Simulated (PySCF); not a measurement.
MgO. Atoms are numbered in the order given.

```xyz
2

Mg     0.0000     0.0000    -0.6952
O      0.0000     0.0000     1.0428
```

Geometry: r2SCAN-D4/def2-TZVPD.

The numbers are results of PBE/pcSseg-2 (PySCF), not measurements.

GIAO shieldings, no solvent; atoms alike by connectivity are averaged. δ = σ(ref) − σ: ¹⁷O against H2O (σ = 327.5 ppm), references at their B3LYP-D3(BJ)/def2-TZVP geometries, non-relativistic.

| nucleus | atoms | count | δ (ppm) |
|---|---|---|---|
| ¹⁷O | O2 | 1 | 1955.6 |
